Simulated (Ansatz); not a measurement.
Start from `NC1(F)O[SiH2]1` and change one atom or group to get `NC1(N)O[SiH2]1`.

Ansatz, PBE0-D4/def2-TZVP geometries, multiplicity 1. Each molecule was computed in one conformer, which needn't be the lowest.

| property | `NC1(F)O[SiH2]1` |
| --- | --- |
| HOMO energy (ωB97M-V/def2-TZVPP) / eV | -9.71 |
| HOMO energy (B3LYP/def2-TZVPP) / eV | -7.25 |
| LUMO energy (PBE0/def2-TZVPP) / eV | -0.85 |
| LUMO energy (B3LYP/def2-TZVPP) / eV | -1.10 |
| HOMO–LUMO gap (ωB97M-V/def2-TZVPP) / eV | 10.62 |
| size of the dipole moment (B3LYP/def2-TZVPP) / D | 2.02 |

Problem. Give the same properties after the change, and the shifts. (Estimate.)

Solution. The calculation gave: 
```tsv
property	`NC1(N)O[SiH2]1`	shift
HOMO energy (ωB97M-V/def2-TZVPP) / eV	-8.67	1.04
HOMO energy (B3LYP/def2-TZVPP) / eV	-6.23	1.02
LUMO energy (PBE0/def2-TZVPP) / eV	-0.49	0.36
LUMO energy (B3LYP/def2-TZVPP) / eV	-0.73	0.37
HOMO–LUMO gap (ωB97M-V/def2-TZVPP) / eV	9.90	-0.72
size of the dipole moment (B3LYP/def2-TZVPP) / D	1.13	-0.89
```

With PBE0 the HOMO rises by 1.02 eV and the LUMO rises by 0.36 eV, so the gap narrows by about 0.66 eV. PBE moves the HOMO by 0.95 eV and ωB97M-V by 1.04 eV. Dipoles are sizes alone; their direction can turn.

B3LYP here is the variant with VWN-RPA as its local correlation; programs differ in this.
